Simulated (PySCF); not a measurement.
**A small calculation by hand: chemical shift, span and skew from a shielding tensor**

C₂H₉FSi₂, SMILES C[Si@H](F)[SiH2]C. Atoms are numbered in the order given.

```xyz
14

C      2.1096    -1.5116     0.3153
Si     1.1668    -0.3118    -0.7970
Si    -0.6156     0.6478     0.3882
C     -1.8210    -0.6433     1.0005
F     -1.4156     1.6744    -0.6064
H      2.9477    -1.9717    -0.2301
H      1.4506    -2.3192     0.6692
H      2.5198    -0.9928     1.1952
H      2.0836     0.7593    -1.3010
H      0.6156    -1.0398    -1.9854
H     -0.1177     1.4617     1.5416
H     -1.3244    -1.3188     1.7158
H     -2.6743    -0.1726     1.5132
H     -2.2088    -1.2501     0.1681
```
Charge 0, spin multiplicity 1.

Geometry: PBE0-D3(BJ)/def2-SVP. The structure was generated by enumeration; whether it is a known compound was not checked. The values are those of a single conformer.

GIAO shieldings from HF/pcSseg-1 run with PySCF, non-relativistic, no solvent. The symmetric part of the tensor of Si2 has the principal values 438.2, 443.4, 493.1 ppm. The same nucleus in TMS has σ = 393.8 ppm at this level (PySCF, at its B3LYP-D3(BJ)/def2-TZVP geometry).

**Question.** Work out the isotropic shielding, the ²⁹Si shift against TMS, the span and the skew.

**Answer.** 
σ(iso) = (σ11 + σ22 + σ33)/3 = 458.2 ppm. δ = σ(ref) − σ(iso) = 393.8 − (458.2) = -64.4 ppm.
Span Ω = σ33 − σ11 = 54.9 ppm. Skew κ = 3(σ(iso) − σ22)/Ω = 0.81. Tumbling in solution averages the tensor to δ; in a static solid the shielding alone would spread this spin-1/2 line over Ω.
